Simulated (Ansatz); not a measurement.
`O[SiH](O)[SiH2]`• → 5 H• + 2 O• + 2 Si•  (atomization)

Program: Ansatz. Geometries: PBE0-D4/def2-TZVP. ΔE: electronic, gas phase. CCSD(T)/CBS adds triple-zeta CCSD(T) − MP2 to the extrapolated MP2 energy (def2 sets, frozen cores). This one scheme is used for every species, atoms too. Functionals use def2-TZVPP. No spin–orbit coupling; open shells (•) take unrestricted orbitals. Spin–orbit coupling would lower the free atoms: a little for O, Si. Each species was taken in one conformer, which may not be the lowest.

`O[SiH](O)[SiH2]`•:

Cartesian coordinates in Å:
```
O -0.315 -1.262 1.223
Si 0.144 0.199 0.614
O -1.079 1.300 0.617
Si 0.822 0.158 -1.615
H -0.948 -1.772 0.714
H 1.240 0.603 1.529
H -1.449 1.549 1.466
H -0.279 0.083 -2.615
H 1.864 -0.857 -1.933
```

(1) What is ΔE at CCSD(T)/CBS? (An estimate is asked.)

(2) What do these levels give: revPBE-D4, CAM-B3LYP-D4, PBE, r2SCAN, CCSD/def2-TZVPP, CCSD(T)/def2-TZVPP? (An estimate is asked.)

(3) What do rigid-rotor, harmonic-oscillator terms from PBE0-D4/def2-TZVP frequencies (298.15 K, 1 bar) make of the CCSD(T)/CBS value? (Estimate.)

Largest T1 diagnostic among the species: 0.014.

Results:

(1) Ansatz gave: +3034.3 kJ/mol.

(2) The calculation gave: revPBE-D4 2964.2, CAM-B3LYP-D4 3029.0, PBE 3016.3, r2SCAN 3028.4, CCSD/def2-TZVPP 2897.8, CCSD(T)/def2-TZVPP 2938.5 kJ/mol.

(3) Ansatz gave: ΔZPE = -138.8 kJ/mol, ΔH = +2929.6 kJ/mol, ΔS = 883 J/(mol·K), ΔG = +2666.2 kJ/mol. Open shells count their whole term as degenerate.

From r2SCAN to r2SCAN0 (25 % exact exchange), in def2-TZVPP and without D4, ΔE moves by −58.3 kJ/mol: exact exchange takes away binding that semilocal exchange gives to molecules. In def2-TZVPP, CCSD(T) changes the Hartree–Fock value by +769.3 kJ/mol (the triples alone add +40.7 kJ/mol) and MP2 by +815.8 kJ/mol; breaking electron pairs costs correlation energy, which Hartree–Fock lacks. At CCSD(T), def2-SVP lies −278.2 kJ/mol from the extrapolated value and def2-TZVPP −95.8 kJ/mol: correlation converges slowly with the basis, and small sets miss more of it in the bonded molecule than in its fragments.

For atomizations the MP2-based limit and the directly extrapolated one differ by several kJ/mol either way, and by 10 to 25 for some Ge, Se and Sn compounds, so smaller differences from it don't rank the levels.
